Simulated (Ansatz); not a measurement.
`N[SiH2]CBCl` + `C[SiH2]Cl` → `N[SiH2]C[SiH2]Cl` + `CBCl`  (formal exchange of groups at the Si–C bond)

Program: Ansatz. Geometries: PBE0-D4/def2-TZVP. ΔE: electronic, gas phase. CCSD(T)/CBS is the MP2 limit (def2-TZVPP, def2-QZVPP) plus CCSD(T) − MP2 in def2-TZVPP, frozen cores. Functionals use def2-TZVPP. B3LYP here is the variant with VWN-RPA as its local correlation; programs differ in this. One conformer a species, not always the lowest.

Q: Is it downhill or uphill in electronic energy at CCSD(T)/CBS, and by how much? (An estimate is asked.)

A: Ansatz gave: Uphill: ΔE = +2.1 kcal/mol.

Q: What do these levels give: r2SCAN-D4, PBE0-D4, B3LYP-D4, ωB97M-V, r2SCAN, PBE0, CCSD/def2-TZVPP, CCSD(T)/def2-TZVPP, MP2/def2-QZVPP, SCS-MP2/def2-QZVPP, HF/CBS(def2), CCSD/CBS(def2)? (Best estimate.)

A: Ansatz gave: r2SCAN-D4 2.7, PBE0-D4 2.4, B3LYP-D4 2.3, ωB97M-V 2.2, r2SCAN 2.7, PBE0 2.6, CCSD/def2-TZVPP 2.2, CCSD(T)/def2-TZVPP 2.3, MP2/def2-QZVPP 2.4, SCS-MP2/def2-QZVPP 2.2, HF/CBS(def2) 1.8, CCSD/CBS(def2) 2.0 kcal/mol.

Largest T1 diagnostic among the species: 0.011.
